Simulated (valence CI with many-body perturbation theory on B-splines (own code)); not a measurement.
# Questions on Sr22+

Calculated by relativistic CI+MBPT: six valence electrons over a frozen Dirac-Fock core [Ne], radial functions for each j: 9 s, 9 p, 8 d, 6 f, 3 g, 1 h, with the one-electron correlation potential Σ1 (screened to all orders), the two-electron term Σ2, the three-electron term Σ3, Breit, model QED; selected single and double excitations, second order for the rest, scaled by the run's own slope (own B-spline code, finite nucleus).

No measured spectrum was set against this ion. As an estimate, levels of excited configurations hold to 0.05 to 0.15 % of their energy, terms of the ground configuration to about 0.5 %. Among the levels kept, up to 1500 cm⁻¹ of a level comes from second order outside the variational space, and about a tenth of that is noise between levels of different J, which matters for small intervals.

Names give the largest LS component (configuration and term), which can be under half, so a name can repeat, a term be missing and a line seem to break the LS rules; names also repeat where a configuration has a term twice.

Rates and lifetimes use the calculated energies. Strong lines usually hold to 10 to 20 %, long lifetimes can be off by a factor of two.

Problem. What is the ground level?

Solution. 3s2.3p4 3P_2, composition 80 % 3s2.3p4 3P + 18 % 3s2.3p4 1D, g = 1.407.

Problem. What are the static dipole polarisabilities of the lowest levels?

Solution. 3s2.3p4 3P_2 0.0645 (tensor 0.0027); 3s2.3p4 3P_0 0.0641; 3s2.3p4 3P_1 0.0667 (tensor -0.0026); 3s2.3p4 1D_2 0.0662 (tensor -0.0076) bohr³, of which the core gives 0.000937.

Problem. Where does the other parity begin?

Solution. At 3s.3p5 3P°_2, 616580 cm⁻¹.

Problem. Name the longest-lived excited levels whose lifetime is computed, and their main decay.

Solution. 3s2.3p4 3P_0 at 54116 cm⁻¹ lives 787 ms, mostly by E2 to 3s2.3p4 3P_2; 3s2.3p3.3d 5D°_4 at 783980 cm⁻¹ lives 1.94 ms, mostly by M2 to 3s2.3p4 3P_2; 3s2.3p3.3d 3G°_4 at 892950 cm⁻¹ lives 87.3 μs, mostly by M1 to 3s2.3p3.3d 5D°_4. The lifetime of 3s2.3p3.3d 3F°_4 is too uncertain to give, and may be longer. The lifetime of 3s2.3p3.3d 1G°_4 is too uncertain to give, and may be longer. The lifetime of 3s2.3p3.3d 3G°_5 is too uncertain to give, and may be longer.

Problem. How well does LS coupling describe the low levels?

Solution. Among the lowest 20 levels the leading LS term, summed over configurations, holds 70 % on average. For single configurations the figures are 64 % in LS and 68 % in jj coupling. Terms mix most in the J = 3 level at 849630 cm⁻¹, where the leading one holds 32 %.
